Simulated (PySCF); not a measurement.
bicarbonate (CHO3), SMILES O=C([O-])O, charge -1. Coordinates come from a PBE0-D3(BJ)/def2-SVPD optimisation. The values are those of a single conformer.

Method: PySCF with PBE0-D3(BJ)/def2-SVPD.

Harmonic wavenumbers (cm⁻¹): 559, 563, 651, 842, 905, 1199, 1354, 1823, 3874. Rotational constants (GHz): 12.43, 11.63, 6.008; symmetry number 1.

Task: Work out the zero-point energy and the ideal-gas rigid-rotor harmonic-oscillator thermochemistry at 298.15 K and 1 atm.

Result: ZPE = ½ Σ hcν = ½ × 11771 cm⁻¹ = 70.41 kJ/mol. H − E(el) = 82.02 kJ/mol. Entropy in J/(mol K): translation 160.02, rotation 98.03, vibration 7.50, total 265.55. G − E(el) = 2.85 kJ/mol. Cp = 52.45 J/(mol K).
